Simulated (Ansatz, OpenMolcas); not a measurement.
I2 (iodine): the vertical energy of the triplet above the singlet from total energies

I2: 2 atoms, total charge 0, spin state singlet. SMILES: `II`. Geometry: relaxed at PBE0-D4/def2-TZVP.

```xyz
2

I     0.0000    0.0000    0.0047
I     0.0000    0.0000    2.6604
```

Both states at this one shape; open shells run unrestricted unless said. 1 Eh = 27.2114 eV.

```tsv
level	program	singlet I2 (Eh)	triplet I2 (Eh)
HF/3-21G	OpenMolcas	-13774.605193	-13774.532148
CAM-B3LYP/STO-3G	Ansatz	-13706.135119	-13706.032406
```

Problem. Work out the vertical gap, second state less first, at each level.

Solution. 
1. HF/3-21G: -13774.532148 − (-13774.605193) = 0.073045 Eh = 1.99 eV.
2. CAM-B3LYP/STO-3G: -13706.032406 − (-13706.135119) = 0.102713 Eh = 2.79 eV.

No measured value is set beside it here; the levels span 1.99 to 2.79 eV. Hartree–Fock favours the state with fewer electron pairs, since it lacks pair correlation. Spin-orbit coupling, which splits open shells on such heavy atoms by tenths of an eV, is left out. Minimal sets are far from the basis-set limit. All-electron rows are non-relativistic unless named.
